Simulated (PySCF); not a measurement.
B(H)(Me)(NCO) (C2H4BNO), SMILES CBN=C=O.

Geometry optimised at B3LYP-D3(BJ)/def2-SVP. The values are those of a single conformer.

Computed with PBE0/def2-TZVP (PySCF).

Symmetry labels are those of the subgroup Cs that the program uses (full group Cs).

Computed valence orbital energies around the gap with their symmetry:
| orbital | symmetry | energy (eV) |
|---|---|---|
| HOMO−7 | A' | -13.46 |
| HOMO−6 | A" | -13.39 |
| HOMO−5 | A' | -12.41 |
| HOMO−4 | A" | -11.47 |
| HOMO−3 | A' | -10.98 |
| HOMO−2 | A' | -10.36 |
| HOMO−1 | A" | -9.38 |
| HOMO | A' | -8.13 |
| LUMO | A" | -1.48 |
| LUMO+1 | A' | 0.80 |
| LUMO+2 | A' | 1.35 |
| LUMO+3 | A' | 1.72 |
